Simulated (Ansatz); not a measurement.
The first iterations of a band of Cl3Ge2H3 + H2 (10 atoms, charge 0, multiplicity 1).

Method: RHF/def2-SVP in Ansatz.

- movable images: 5
- climbing image: yes
- spring: 5.0 eV/Å²
- optimiser: fire
- start path: through a guess of the saddle point
- force threshold: 0.05 eV/Å
- iteration limit: 60
- end points: relaxed
- largest step: 0.02 Å

First end point:

```xyz
10
Properties=species:S:1:pos:R:3
Ge -0.487 -0.400 0.107
Ge -0.392 -0.284 2.550
H -1.761 -0.703 3.083
H 0.700 -1.246 3.017
H -0.064 1.157 2.936
Cl 1.406 0.097 -0.800
Cl -1.947 0.958 -0.709
Cl -1.009 -2.373 -0.583
H 2.627 2.529 1.159
H 2.757 3.020 1.707
```

Last end point:

```xyz
10
Properties=species:S:1:pos:R:3
Ge 0.603 0.369 -1.167
Ge -0.130 0.254 3.722
H -1.530 -0.229 3.332
H 0.805 -0.946 3.904
H -0.205 1.048 5.032
Cl 1.099 -0.151 -3.179
Cl -1.178 1.547 -1.187
Cl 0.203 -1.433 -0.085
H 1.739 1.130 -0.523
H 0.422 1.165 2.617
```

| iteration | highest image above the first end (eV) | largest band force component (eV/Å) |
| --- | --- | --- |
| 1 | 5.362 | 6.595 |
| 2 | 4.960 | 5.548 |
| 3 | 4.589 | 4.547 |
| 4 | 4.252 | 3.618 |
| 5 | 3.951 | 3.006 |
| 6 | 3.690 | 2.638 |
| 7 | 3.463 | 2.458 |
| 8 | 3.275 | 2.267 |
| 9 | 3.111 | 2.100 |
| 10 | 2.964 | 1.975 |
| 11 | 2.832 | 1.889 |
| 12 | 2.712 | 1.826 |
| 13 | 2.604 | 1.771 |
| 14 | 2.505 | 1.716 |
| 15 | 2.415 | 1.657 |
| 16 | 2.333 | 1.591 |
| 17 | 2.257 | 1.519 |
| 18 | 2.186 | 1.442 |
| 19 | 2.120 | 1.362 |
| 20 | 2.058 | 1.279 |

Does the band converge within its limit, and where does its top end?

It did not converge within its limit. It ended after 60 iterations with the highest image 4.545 eV above the first end. The band didn't meet its force threshold, so its energies are provisional: the largest band force was still 1.10 eV/Å, and over the last iterations the top moved between 4.55 and 4.64 eV. Neighbouring images lie up to 1.6 Å apart, so the band is torn or far too coarse. The orbitals stay closed-shell, which can raise the energy where a bond breaks towards radicals; this wasn't checked here.

The run took 11 min on 4 threads of Intel(R) Xeon(R) Platinum 8375C CPU @ 2.90GHz (Ice Lake), on a shared host, peak memory 0.49 GiB.
